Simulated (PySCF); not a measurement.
CH₅Si (SMILES [CH2-][SiH3]), charge -1, singlet, at a GFN2-xTB geometry; PySCF with CCSD(T)/6-31G*.

The PySCF input:
```python
from pyscf import gto, scf, cc

mol = gto.M(
    atom='''
C    -0.01988719   -0.09948217   -1.26656962
Si    0.00791311    0.00755088    0.53010163
H    -0.91126202    0.34846772   -1.73680870
H     0.86775006    0.32705096   -1.76305989
H     0.03655798    1.22911263    1.47473221
H    -1.18943448   -0.69231292    1.11923128
H     1.20492807   -0.72113763    1.08389994
''',
    basis='6-31g*',
    charge=-1,
    verbose=4,
)

mf = scf.RHF(mol)
mf.kernel()

mycc = cc.CCSD(mf)
mycc.conv_tol = 1e-9
mycc.kernel()
et = mycc.ccsd_t()
print('E(CCSD(T)) = %.10f' % (mycc.e_tot + et))
mf.analyze()
```

It wrote (shortened):

```
PySCF version 2.14.0

[INPUT] verbose = 4
[INPUT] num. atoms = 7
[INPUT] num. electrons = 26
[INPUT] charge = -1
[INPUT] spin (= nelec alpha-beta = 2S) = 0
[INPUT] symmetry False subgroup None
[INPUT] Mole.unit = angstrom
[INPUT] Symbol           X                Y                Z      unit          X                Y                Z       unit  Magmom
[INPUT]  1 C     -0.019887190000  -0.099482170000  -1.266569620000 AA   -0.037581342487  -0.187994055577  -2.393469699494 Bohr   0.0
[INPUT]  2 Si     0.007913110000   0.007550880000   0.530101630000 AA    0.014953610694   0.014269095199   1.001746898886 Bohr   0.0
[INPUT]  3 H     -0.911262020000   0.348467720000  -1.736808700000 AA   -1.722035645518   0.658508554052  -3.282092773762 Bohr   0.0
[INPUT]  4 H      0.867750060000   0.327050960000  -1.763059890000 AA    1.639809957975   0.618036743176  -3.331700333306 Bohr   0.0
[INPUT]  5 H      0.036557980000   1.229112630000   1.474732210000 AA    0.069084569867   2.322686246944   2.786839983975 Bohr   0.0
[INPUT]  6 H     -1.189434480000  -0.692312920000   1.119231280000 AA   -2.247705410314  -1.308281811298   2.115040589246 Bohr   0.0
[INPUT]  7 H      1.204928070000  -0.721137630000   1.083899940000 AA    2.276984052101  -1.362752618818   2.048274033033 Bohr   0.0

nuclear repulsion = 56.3724402286152
number of shells = 24
number of NR pGTOs = 98
number of NR cGTOs = 42
basis = 6-31g*
ecp = {}

******** <class 'pyscf.scf.hf.RHF'> ********
method = RHF
initial guess = minao
damping factor = 0
level_shift factor = 0
DIIS = <class 'pyscf.scf.diis.CDIIS'>
diis_start_cycle = 1
diis_space = 8
diis_damp = 0
SCF conv_tol = 1e-09
SCF conv_tol_grad = None
SCF max_cycles = 50
direct_scf = True
direct_scf_tol = 1e-13
Set gradient conv threshold to 3.16228e-05
Initial guess from minao.
init E= -329.3444577296
  HOMO = -0.175068670031003  LUMO = 0.10330013074981  gap/eV = 7.57480
cycle= 1 E= -329.556689013705  delta_E= -0.212  |g|= 0.346  |ddm|= 2.07
  HOMO = 0.0172442443796412  LUMO = 0.370545037716278  gap/eV = 9.61380
cycle= 2 E= -329.59089565686  delta_E= -0.0342  |g|= 0.17  |ddm|= 0.642
  HOMO = -0.0508440686303064  LUMO = 0.360105270366807  gap/eV = 11.18250
cycle= 3 E= -329.599698186819  delta_E= -0.0088  |g|= 0.0333  |ddm|= 0.206
  HOMO = -0.0487898044038158  LUMO = 0.361232648507334  gap/eV = 11.15728
cycle= 4 E= -329.600274889047  delta_E= -0.000577  |g|= 0.00464  |ddm|= 0.0793
  HOMO = -0.0476541075907297  LUMO = 0.361794626414756  gap/eV = 11.14167
cycle= 5 E= -329.60029480859  delta_E= -1.99e-05  |g|= 0.00161  |ddm|= 0.0184
  HOMO = -0.0475833943159558  LUMO = 0.361622289826815  gap/eV = 11.13505
cycle= 6 E= -329.600298398609  delta_E= -3.59e-06  |g|= 0.000569  |ddm|= 0.0101
  HOMO = -0.0475596492456547  LUMO = 0.361634317742416  gap/eV = 11.13473
cycle= 7 E= -329.600298910238  delta_E= -5.12e-07  |g|= 0.000142  |ddm|= 0.00469
  HOMO = -0.047573541269863  LUMO = 0.361610275778558  gap/eV = 11.13446
cycle= 8 E= -329.600298940193  delta_E= -3e-08  |g|= 4.09e-05  |ddm|= 0.00108
  HOMO = -0.0475706324342515  LUMO = 0.361610864988921  gap/eV = 11.13440
cycle= 9 E= -329.600298942458  delta_E= -2.26e-09  |g|= 1.18e-05  |ddm|= 0.000243
  HOMO = -0.0475721565128282  LUMO = 0.361610391477572  gap/eV = 11.13442
cycle= 10 E= -329.600298942643  delta_E= -1.85e-10  |g|= 2.65e-06  |ddm|= 6.66e-05
  HOMO = -0.0475723152564735  LUMO = 0.361610303495554  gap/eV = 11.13443
Extra cycle  E= -329.60029894265  delta_E= -6.71e-12  |g|= 1.26e-06  |ddm|= 7.19e-06
converged SCF energy = -329.60029894265

******** <class 'pyscf.cc.ccsd.CCSD'> ********
CC2 = 0
CCSD nocc = 13, nmo = 42
max_cycle = 50
direct = 0
conv_tol = 1e-09
conv_tol_normt = 1e-05
diis_space = 6
diis_start_cycle = 0
diis_start_energy_diff = 1e+09
Init t2, MP2 energy = -329.828370050629  E_corr(MP2) -0.228071107978725
Init E_corr(CCSD) = -0.228071107979892
cycle = 1  E_corr(CCSD) = -0.248968508775892  dE = -0.0208974008  norm(t1,t2) = 0.0504703
cycle = 2  E_corr(CCSD) = -0.257066231165927  dE = -0.00809772239  norm(t1,t2) = 0.0181567
cycle = 3  E_corr(CCSD) = -0.260453941693252  dE = -0.00338771053  norm(t1,t2) = 0.00843551
cycle = 4  E_corr(CCSD) = -0.260865519759787  dE = -0.000411578067  norm(t1,t2) = 0.0021675
cycle = 5  E_corr(CCSD) = -0.26072109444303  dE = 0.000144425317  norm(t1,t2) = 0.000989483
cycle = 6  E_corr(CCSD) = -0.260709315018074  dE = 1.1779425e-05  norm(t1,t2) = 0.000294556
cycle = 7  E_corr(CCSD) = -0.260721064412998  dE = -1.17493949e-05  norm(t1,t2) = 0.000137147
cycle = 8  E_corr(CCSD) = -0.260719885706893  dE = 1.1787061e-06  norm(t1,t2) = 5.18502e-05
cycle = 9  E_corr(CCSD) = -0.26071910624575  dE = 7.79461143e-07  norm(t1,t2) = 2.06664e-05
cycle = 10  E_corr(CCSD) = -0.26071859780249  dE = 5.0844326e-07  norm(t1,t2) = 6.20522e-06
cycle = 11  E_corr(CCSD) = -0.260718457682732  dE = 1.40119758e-07  norm(t1,t2) = 2.3105e-06
cycle = 12  E_corr(CCSD) = -0.260718436352626  dE = 2.13301063e-08  norm(t1,t2) = 8.05167e-07
cycle = 13  E_corr(CCSD) = -0.260718412344791  dE = 2.40078354e-08  norm(t1,t2) = 3.66785e-07
cycle = 14  E_corr(CCSD) = -0.260718404380944  dE = 7.96384642e-09  norm(t1,t2) = 1.24098e-07
cycle = 15  E_corr(CCSD) = -0.260718402011844  dE = 2.3691003e-09  norm(t1,t2) = 5.87084e-08
cycle = 16  E_corr(CCSD) = -0.260718401595999  dE = 4.15844914e-10  norm(t1,t2) = 3.2337e-08
CCSD converged
E(CCSD) = -329.8610173442459  E_corr = -0.2607184015959989
CCSD(T) correction = -0.00769963459608823
E(CCSD(T)) = -329.8687169788
**** SCF Summaries ****
Total Energy =                        -329.600298942649829
Nuclear Repulsion Energy =              56.372440228615226
One-electron Energy =                 -572.910649692589118
Two-electron Energy =                  186.937910521324085
Two-electron Coulomb Energy =          214.455366677250424
DFT Exchange-Correlation Energy =      -27.517456155926340
HOMO-LUMO gap [eV] =                    11.134426191535917
**** MO energy ****
MO #1   energy= -68.5322519034205  occ= 2
MO #2   energy= -10.9340700000559  occ= 2
MO #3   energy= -5.89093238140395  occ= 2
MO #4   energy= -3.99719921308067  occ= 2
MO #5   energy= -3.99664552935998  occ= 2
MO #6   energy= -3.99518668966979  occ= 2
MO #7   energy= -0.645078120551615 occ= 2
MO #8   energy= -0.464328115147506 occ= 2
MO #9   energy= -0.304054219672893 occ= 2
MO #10  energy= -0.256015763623172 occ= 2
MO #11  energy= -0.241534420599089 occ= 2
MO #12  energy= -0.212546204581309 occ= 2
MO #13  energy= -0.0475723152564735 occ= 2
MO #14  energy= 0.361610303495554  occ= 0
MO #15  energy= 0.38841126411149   occ= 0
MO #16  energy= 0.431169730900847  occ= 0
MO #17  energy= 0.487708737160728  occ= 0
MO #18  energy= 0.510096039670904  occ= 0
MO #19  energy= 0.523226176238512  occ= 0
MO #20  energy= 0.549875341051405  occ= 0
MO #21  energy= 0.632073585362457  occ= 0
 ** Mulliken pop on meta-lowdin orthogonal AOs  **
 ** Mulliken pop  **
 ** Mulliken atomic charges  **
charge of    0C =     -0.86613
charge of    1Si =      0.50726
charge of    2H =      0.02499
charge of    3H =      0.02499
charge of    4H =     -0.27021
charge of    5H =     -0.21045
charge of    6H =     -0.21045

WARN: System has nonzero charge -1; the dipole moment is origin-dependent.
Location of origin: [0. 0. 0.]

Dipole moment(X, Y, Z, Debye):  0.03275,  1.15548,  1.27653
```
